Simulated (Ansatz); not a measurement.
Species: H7BSi2, SMILES `B[SiH2][SiH3]` (H–B–Si–Si torsion 86°) (charge 0, multiplicity 1).

Q: Give a relaxed geometry from PBE-D3(BJ)/def2-TZVP (Ansatz, a program for electronic structure).

A: This is not unique; one that fits is the end point of this relaxation, one of several conformers (outside a Z-matrix the atoms follow the SMILES, hydrogens last).
Z-matrix (Å, degrees):
```
Si
H 1 1.4980
H 1 1.4981 2 109.61
B 1 1.9802 2 116.59 3 -135.28
H 4 1.2019 1 120.62 2 -27.66
H 4 1.2019 5 118.22 1 172.58
Si 1 2.3714 2 106.53 3 114.85
H 7 1.4957 1 110.59 2 -177.63
H 7 1.4961 8 108.75 1 121.76
H 7 1.4978 8 108.73 9 118.20
```
